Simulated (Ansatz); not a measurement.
Consider the substitution at a C–C bond: `N#Cc1cscn1` + `[SH][GeH3]` → `N#C[S][GeH3]` + `c1cscn1`.

Isolated molecules relaxed with PBE0-D4/def2-TZVP in Ansatz; ΔE leaves out vibrations. CCSD(T)/CBS adds triple-zeta CCSD(T) − MP2 to the extrapolated MP2 energy (def2 sets, frozen cores). DFT in def2-TZVPP. For Ge outer-core shells are correlated without core-valence functions, which leaves a few kJ/mol of doubt a bond. Scalar relativity is left out up to krypton.

Question: Is it downhill or uphill in electronic energy at CCSD(T)/CBS, and by how much? (Best estimate.)

Answer: Ansatz gave: Uphill: ΔE = +0.19 eV.

Question: What do these levels give: PBE-D4, B97M-V, ωB97M-V, revPBE, CCSD(T)/def2-TZVPP, SCS-MP2/def2-QZVPP? (Estimate.)

Answer: Computed: PBE-D4 0.15, B97M-V 0.23, ωB97M-V 0.19, revPBE 0.14, CCSD(T)/def2-TZVPP 0.21, SCS-MP2/def2-QZVPP 0.20 eV.

Largest T1 diagnostic among the species: 0.015.

From PBE to PBE0 (25 % exact exchange), in def2-TZVPP and without D4, ΔE moves by +0.04 eV. In def2-TZVPP, CCSD(T) changes the Hartree–Fock value by −0.06 eV (the triples alone add −0.02 eV) and MP2 by −0.07 eV. Leaving LDA and LC-ωPBE aside and taking each functional with its dispersion term where it has one, the values, not all of them listed here, spread over 0.09 eV, from revPBE-D4 to B97M-V. LDA lies +0.04 eV from PBE without D4.
